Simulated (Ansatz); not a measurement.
Born–Oppenheimer molecular dynamics of CH$_{6}$F$_{2}$Si$_{2}$ (11 atoms, charge 0, multiplicity 1). It starts at the highest image of a converged band. Of that band: Neighbouring images differ by up to 1.9 eV, so the band resolves the path poorly. A vibrational analysis at the climbing image gives one clearly imaginary mode, 820i cm⁻¹: a first-order saddle point.

The calculation used RKS PBE-D4/6-31G* in Ansatz.

```json
{"ensemble": "NVE (velocity Verlet)", "time step": "0.5 fs", "steps asked": "200", "starting velocities drawn for": "100 K", "seed": "10014"}
```

Frames 2.5 fs apart, positions in Å.

Velocities at 20 fs (Å/ps):

```
Si 1.57 1.22 0.34
Si -0.47 -2.21 -0.87
C -2.20 -0.97 -0.93
H -9.32 3.20 6.19
F -1.09 -0.80 0.90
F 0.03 1.03 -0.47
H 13.10 9.23 12.37
H 4.91 23.32 -2.67
H 9.75 4.77 4.04
H 0.55 -2.12 -6.12
H -3.17 -3.62 3.88
```

```xyz
11
Properties=species:S:1:pos:R:3 time_fs=20 energy_less_start_eV=0.024 T=79
Si -0.246 -0.885 -0.396
Si 0.975 1.432 -0.326
C -1.321 -1.398 0.892
H -0.260 0.290 0.688
F -0.930 -0.432 -1.786
F 1.195 -1.567 -0.657
H 0.021 2.596 -0.264
H 1.916 1.492 0.850
H 1.769 1.427 -1.601
H -2.366 -1.065 0.901
H -1.011 -1.935 1.788
11
Properties=species:S:1:pos:R:3 time_fs=22.5 energy_less_start_eV=0.026 T=78
Si -0.242 -0.881 -0.395
Si 0.974 1.427 -0.328
C -1.326 -1.400 0.890
H -0.285 0.291 0.706
F -0.933 -0.434 -1.784
F 1.195 -1.565 -0.658
H 0.056 2.617 -0.236
H 1.926 1.550 0.839
H 1.791 1.440 -1.592
H -2.366 -1.070 0.882
H -1.014 -1.943 1.797
11
Properties=species:S:1:pos:R:3 time_fs=25 energy_less_start_eV=0.023 T=81
Si -0.238 -0.876 -0.394
Si 0.972 1.421 -0.328
C -1.328 -1.401 0.888
H -0.317 0.272 0.730
F -0.937 -0.436 -1.783
F 1.195 -1.564 -0.659
H 0.092 2.632 -0.219
H 1.933 1.601 0.821
H 1.807 1.454 -1.583
H -2.372 -1.075 0.856
H -1.014 -1.944 1.792
11
Properties=species:S:1:pos:R:3 time_fs=27.5 energy_less_start_eV=-0.008 T=107
Si -0.235 -0.870 -0.394
Si 0.972 1.416 -0.329
C -1.329 -1.401 0.887
H -0.361 0.228 0.768
F -0.941 -0.439 -1.781
F 1.195 -1.564 -0.658
H 0.120 2.643 -0.215
H 1.937 1.639 0.800
H 1.814 1.469 -1.578
H -2.381 -1.082 0.828
H -1.013 -1.936 1.779
11
Properties=species:S:1:pos:R:3 time_fs=30 energy_less_start_eV=-0.128 T=211
Si -0.230 -0.861 -0.395
Si 0.971 1.411 -0.328
C -1.328 -1.399 0.884
H -0.429 0.157 0.831
F -0.945 -0.443 -1.780
F 1.195 -1.565 -0.658
H 0.133 2.651 -0.225
H 1.944 1.658 0.786
H 1.811 1.482 -1.576
H -2.381 -1.095 0.803
H -1.008 -1.930 1.777
11
Properties=species:S:1:pos:R:3 time_fs=32.5 energy_less_start_eV=-0.482 T=516
Si -0.224 -0.849 -0.397
Si 0.971 1.406 -0.327
C -1.325 -1.391 0.880
H -0.542 0.045 0.936
F -0.951 -0.448 -1.780
F 1.196 -1.569 -0.657
H 0.129 2.654 -0.247
H 1.955 1.657 0.782
H 1.800 1.493 -1.580
H -2.377 -1.115 0.784
H -1.001 -1.927 1.785
11
Properties=species:S:1:pos:R:3 time_fs=35 energy_less_start_eV=-1.395 T=1300
Si -0.214 -0.834 -0.402
Si 0.970 1.400 -0.326
C -1.318 -1.377 0.878
H -0.734 -0.143 1.094
F -0.957 -0.454 -1.780
F 1.196 -1.575 -0.656
H 0.113 2.647 -0.279
H 1.967 1.638 0.785
H 1.782 1.498 -1.589
H -2.380 -1.137 0.771
H -1.001 -1.919 1.784
11
Properties=species:S:1:pos:R:3 time_fs=37.5 energy_less_start_eV=-2.316 T=2083
Si -0.200 -0.813 -0.410
Si 0.969 1.394 -0.324
C -1.306 -1.352 0.883
H -1.026 -0.425 1.304
F -0.966 -0.461 -1.783
F 1.196 -1.585 -0.655
H 0.090 2.628 -0.315
H 1.976 1.606 0.791
H 1.759 1.498 -1.600
H -2.389 -1.171 0.759
H -1.009 -1.924 1.764
11
Properties=species:S:1:pos:R:3 time_fs=40 energy_less_start_eV=-2.499 T=2243
Si -0.181 -0.787 -0.421
Si 0.967 1.387 -0.321
C -1.297 -1.329 0.890
H -1.328 -0.574 1.612
F -0.976 -0.471 -1.786
F 1.196 -1.598 -0.654
H 0.064 2.598 -0.348
H 1.975 1.564 0.792
H 1.733 1.490 -1.612
H -2.392 -1.249 0.731
H -1.024 -1.994 1.721
11
Properties=species:S:1:pos:R:3 time_fs=42.5 energy_less_start_eV=-2.357 T=2125
Si -0.158 -0.755 -0.432
Si 0.963 1.380 -0.318
C -1.297 -1.311 0.904
H -1.580 -0.551 1.964
F -0.988 -0.483 -1.792
F 1.196 -1.615 -0.654
H 0.038 2.562 -0.373
H 1.966 1.519 0.792
H 1.708 1.473 -1.622
H -2.384 -1.387 0.664
H -1.037 -2.145 1.626
11
Properties=species:S:1:pos:R:3 time_fs=45 energy_less_start_eV=-1.955 T=1780
Si -0.133 -0.717 -0.442
Si 0.959 1.371 -0.315
C -1.307 -1.290 0.942
H -1.747 -0.568 2.145
F -1.001 -0.497 -1.798
F 1.194 -1.634 -0.654
H 0.009 2.526 -0.384
H 1.954 1.476 0.793
H 1.688 1.451 -1.630
H -2.346 -1.555 0.560
H -1.043 -2.300 1.456
11
Properties=species:S:1:pos:R:3 time_fs=47.5 energy_less_start_eV=-2.187 T=1979
Si -0.107 -0.674 -0.450
Si 0.955 1.362 -0.313
C -1.329 -1.273 0.997
H -1.806 -0.674 2.106
F -1.014 -0.514 -1.805
F 1.191 -1.656 -0.655
H -0.022 2.496 -0.379
H 1.942 1.439 0.803
H 1.676 1.427 -1.633
H -2.260 -1.694 0.447
H -1.038 -2.377 1.244
```

Of the whole run (100 fs, mean temperature of the second half 1567 K): The conserved energy stayed within 2.2 meV per atom of its start (net change -1.4 meV per atom), so there is no drift, though single steps change it by up to 22 meV in the whole system, a sign of fast motions only just resolved. The kinetic energy rose, since the run started high on the potential surface and went downhill. A run of 0.1 ps of so small a system gives no equilibrium averages. The orbitals stay closed-shell, which can raise the energy where a bond breaks towards radicals; this wasn't checked here.

Run time: 4.8 min on 2 threads of Intel(R) Xeon(R) CPU @ 2.80GHz (Skylake/Cascade Lake) (shared host), peak memory 0.16 GiB.
